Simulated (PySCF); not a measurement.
From one molecule to another.

First species: C₅H₅F₃N₂.
InChI=1S/C5H5F3N2/c1-2-3-9-10-4-5(6,7)8/h1,4,9H,3H2/b10-4+

Second species: nitrogen, N2.
SMILES: `N#N`

Levels: CAM-B3LYP/def2-SVPD for dipole moment, HOMO energy, LUMO energy, HOMO–LUMO gap, static isotropic polarisability and electronic spatial extent ⟨r²⟩ about the centre of nuclear charge; TDDFT CAM-B3LYP/def2-SVPD for lowest singlet excitation; TDA CAM-B3LYP/def2-SVPD for lowest triplet excitation (Tamm–Dancoff); GFN2-xTB for smallest rotational constant. Geometries: GFN2-xTB. All species are isolated and taken at one optimised geometry, non-relativistic unless stated; the electronic structure was computed with PySCF and density fitting.

The conformers computed, where there is a choice (atom-mapped SMILES and torsion angles):
- `[CH:1]#[C:2][CH2:3][NH:4]/[N:5]=[CH:6]/[C:7]([F:8])([F:9])[F:10]`: C2–C3–N4–N5 108°, C3–N4–N5–C6 -170°, N5–C6–C7–F8 7°

```csv
property,column X,column Y
dipole moment,4.63 D,0.00 D
HOMO energy,-8.50 eV,-13.83 eV
LUMO energy,0.34 eV,0.76 eV
HOMO–LUMO gap,8.84 eV,14.59 eV
lowest singlet excitation,5.87 eV,9.26 eV
lowest triplet excitation (Tamm–Dancoff),3.60 eV,7.50 eV
static isotropic polarisability,81.8 au,11.0 au
electronic spatial extent ⟨r²⟩ about the centre of nuclear charge,2108 bohr²,39 bohr²
smallest rotational constant,0.496 GHz,59.844 GHz
```

Question: Which column belongs to which species?

Answer: Column X is the first species and column Y the second. The first has 15 atoms and 76 electrons, the second 2 and 14.

Question: How does each property change from the first species to the second?

Answer: dipole moment -4.63 D; HOMO energy -5.33 eV; LUMO energy +0.42 eV; HOMO–LUMO gap +5.75 eV; lowest singlet excitation +3.39 eV; lowest triplet excitation (Tamm–Dancoff) +3.90 eV; static isotropic polarisability -70.8 au; electronic spatial extent ⟨r²⟩ about the centre of nuclear charge -2069 bohr²; smallest rotational constant +59.348 GHz.

On the first: No computed singlet falls in the visible range (750 to 380 nm, 1.65 to 3.26 eV); S1 lies 2.61 eV above its blue end. The vertical singlet–triplet gap S1 − T1 is 2.27 eV (TDDFT singlet less Tamm–Dancoff triplet; S1: HOMO→LUMO, weight 0.79; T1: HOMO→LUMO, weight 0.91).

On the second: S1 lies 5.33 eV below the HOMO–LUMO gap. The principal polarisabilities are 9.2, 9.2 and 14.6 au; their mean is the isotropic value.
